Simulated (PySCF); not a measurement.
Ge(Me)(Et)(OH)2, C3H10GeO2, SMILES [OH][Ge]([CH3])([CH2]C)[OH], GFN2-xTB optimised geometry.

```
16

C      1.76     0.60     1.00
C      1.14    -0.36     0.00
Ge    -0.88    -0.36     0.00
C     -1.78     1.42     0.00
O     -1.42    -1.26    -1.39
O     -1.52    -1.36     1.32
H      1.45     1.62     0.81
H      1.47     0.34     2.02
H      2.85     0.56     0.94
H      1.46    -0.10    -1.01
H      1.47    -1.38     0.19
H     -1.58     1.93    -0.94
H     -2.85     1.29     0.10
H     -1.42     2.05     0.82
H     -1.92    -2.05    -1.16
H     -1.36    -1.05     2.21
```

Density from PBE0/def2-TZVP run with PySCF at that geometry.

Minimum of the electron density along straight lines between bonded atoms, close to the bond critical point (lines longer than 1.1 times the sum of covalent radii, or with two minima, are not listed):

```csv
bond,length / Å,ρ at the minimum / e bohr⁻³,∇²ρ there / e bohr⁻⁵,position (fraction from the first atom)
C1–C2,1.521,0.244,-0.60,0.50
C2–Ge3,2.010,0.121,0.03,0.53
Ge3–C4,1.996,0.121,0.06,0.47
Ge3–O5,1.751,0.153,0.72,0.47
Ge3–O6,1.777,0.143,0.66,0.47
C1–H7,1.088,0.279,-0.96,0.64
C1–H8,1.089,0.279,-0.95,0.64
C1–H9,1.089,0.279,-0.95,0.64
C2–H10,1.089,0.277,-0.94,0.64
C2–H11,1.090,0.277,-0.93,0.64
C4–H12,1.084,0.277,-0.94,0.64
C4–H13,1.086,0.277,-0.93,0.64
C4–H14,1.085,0.276,-0.93,0.64
O5–H15,0.955,0.362,-2.48,0.81
O6–H16,0.953,0.365,-2.49,0.81
```
